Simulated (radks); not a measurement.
I, configuration [Kr] 4d10 5s2 5p5. Method: scalar-relativistic Kohn-Sham, r2SCAN, spin-unpolarised, spherical densities, finite nucleus; meta-GGA in the generalised Kohn-Sham scheme; Fermi nuclear charge, rms radius 4.75 fm; computed with a radial shooting solver on a logarithmic mesh with Libxc functionals. Some entries of the table are withheld. Estimate them.

| orbital | occ. | eigenvalue (eV) | r(max) (bohr) |
|---|---|---|---|
| 1s | 2 | (1) | 0.01754 |
| 2s | 2 | (2) | 0.09906 |
| 2p | 6 | -4594.082 | 0.07950 |
| 3s | 2 | -1040.498 | 0.2852 |
| 3p | 6 | (3) | 0.2791 |
| 3d | 10 | -610.8050 | 0.2321 |
| 4s | 2 | -185.0292 | 0.6811 |
| 4p | 6 | -130.7959 | 0.7153 |
| 4d | 10 | -51.4290 | 0.7778 |
| 5s | 2 | -18.0005 | 1.713 |
| 5p | 5 | -7.3676 | 2.029 |

Answer. 
(1) 1s eigenvalue (eV): -33041.54
(2) 2s eigenvalue (eV): -5122.007
(3) 3p eigenvalue (eV): -868.2929
